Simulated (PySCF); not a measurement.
## Scandium: a sound run and one with changed settings

Sound run: Sc [Ar] 3d1 4s2, Sc⁺ [Ar] 3d1 4s1. Computed with PySCF 2.14 in aug-cc-pVDZ-DK (7s6p4d2f, 59 functions), with the spin-free X2C one-electron Hamiltonian (Gaussian nucleus). In the sound run the correlated levels freeze [Ar]. The sound run starts from symmetry-adapted Hartree-Fock orbitals and uses a fine grid where one is needed.

Changed run: the non-relativistic Hamiltonian (point nucleus). This setting is unsound on purpose.

| species | method | sound run (hartree) | changed run (hartree) | converged |
| --- | --- | --- | --- | --- |
| Sc | UHF | -763.28346 | -758.41885 | yes |
| Sc | B3LYP | -764.20894 | -759.34498 | yes |
| Sc | MN15 | -764.48524 | -759.62351 | yes |
| Sc | MP2 | -763.31021 | -758.44544 | yes |
| Sc⁺ | UHF | -763.08515 | -758.22192 | yes |
| Sc⁺ | B3LYP | -763.96667 | -759.10443 | yes |
| Sc⁺ | MN15 | -764.23681 | -759.37715 | yes |
| Sc⁺ | MP2 | -763.08766 | -758.22438 | yes |

Ionisation energy of Sc:

```json
{"method": "UHF", "sound run (eV)": "5.396", "changed run (eV)": "5.359"}
{"method": "B3LYP", "sound run (eV)": "6.593", "changed run (eV)": "6.546"}
{"method": "MN15", "sound run (eV)": "6.760", "changed run (eV)": "6.704"}
{"method": "MP2", "sound run (eV)": "6.056", "changed run (eV)": "6.015"}
{"method": "SCS-MP2", "sound run (eV)": "6.188", "changed run (eV)": "6.147"}
```

Most of the change in total energy is the relativistic energy itself. On top of that the contraction fixes the core shape for the Hamiltonian it was made with, so the changed run is not a good calculation with the other Hamiltonian either.

For comparison, NIST gives 6.561 eV between the lowest levels.
